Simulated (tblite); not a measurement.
C₈H₁₀ (charge -1 and doublet state).
Numbering: `[CH2:1]=[C:2]([CH3:3])[C:4]1=[CH:5][C@@H:6]1[CH:7][CH2-:8]` (hydrogens: H9, H10 on C1; H11, H12, H13 on C3; H14 on C5; H15 on C6; H16 on C7; H17, H18 on C8)
Bond orders are those of one Lewis drawing.

Computed with GFN2-xTB (tblite), gas phase: L-BFGS steps from a force-field or distance-geometry start until the largest atomic force falls under 0.01 eV/Å.

Geometry at step 44:
```
atom  x, y, z in Å
C1      1.6090    1.4773   -0.8766
C2      1.4836    0.1878   -0.3956
C3      2.6829   -0.7379   -0.4575
C4      0.3300   -0.3495    0.1293
C5     -0.3438   -1.3184    0.8282
C6     -1.0999   -0.0326    0.4853
C7     -2.1164   -0.0348   -0.5563
C8     -3.3306    0.5226   -0.4621
H9      0.7772    2.1612   -0.8629
H10     2.5403    1.8464   -1.2799
H11     3.5579   -0.2994    0.0276
H12     2.4581   -1.6833    0.0336
H13     2.9574   -0.9505   -1.4947
H14    -0.6147   -2.3360    0.5793
H15    -1.3232    0.6448    1.3179
H16    -1.8650   -0.5754   -1.4651
H17    -4.0612    0.4490   -1.2573
H18    -3.6505    1.0350    0.4301
```

**Question.** Give the atomic forces at this geometry.

**Answer.** 
```csv
atom,Fx (eV/Å),Fy (eV/Å),Fz (eV/Å)
C1,-0.007,0.017,0.011
C2,-0.001,-0.001,-0.009
C3,0.035,-0.010,0.005
C4,-0.041,-0.010,-0.059
C5,-0.063,0.039,-0.039
C6,0.008,-0.025,0.069
C7,0.065,0.011,0.073
C8,-0.024,-0.127,-0.091
H9,-0.009,-0.010,0.000
H10,-0.002,-0.043,-0.017
H11,0.010,0.055,0.022
H12,-0.029,0.006,0.017
H13,-0.001,0.008,-0.028
H14,-0.012,-0.004,-0.031
H15,-0.004,-0.030,-0.013
H16,0.046,-0.007,0.024
H17,0.021,0.030,0.035
H18,0.009,0.102,0.031
```

The largest, 0.16 eV/Å, acts on C8; the rms over all components is 0.039 eV/Å. The forces sum to zero within rounding, as they must for an isolated molecule in no field.

**Question.** Give the force on C8 in Eh/bohr and in nN.

**Answer.** 0.158 eV/Å ÷ 51.422 = 0.00307 Eh/bohr, and 0.158 eV/Å × 1.602 = 0.25 nN.

**Question.** How far is this geometry from the end of the optimisation?

**Answer.** 0.018 eV above it, and 0.135 Å rms away after alignment. The bonds farthest from their final lengths, with half the difference of the two atoms' forces along the bond (positive lengthens):

```csv
bond,now (Å),final (Å),force along bond (eV/Å)
C6–C7,1.455,1.451,-0.02
C5–C6,1.531,1.527,-0.06
C4–C6,1.507,1.510,-0.01
C8–H18,1.077,1.080,+0.10
C8–H17,1.082,1.081,-0.07
C6–H15,1.096,1.095,-0.03
```

The angle farthest from its final value is C4–C5–H14, 132.1° against 130.6°.

What follows is the cost of the whole relaxation. The run took 0.49 s wall on one thread of an Arm Neoverse V2, shared host with 96 logical CPUs at a one-minute load of 41.
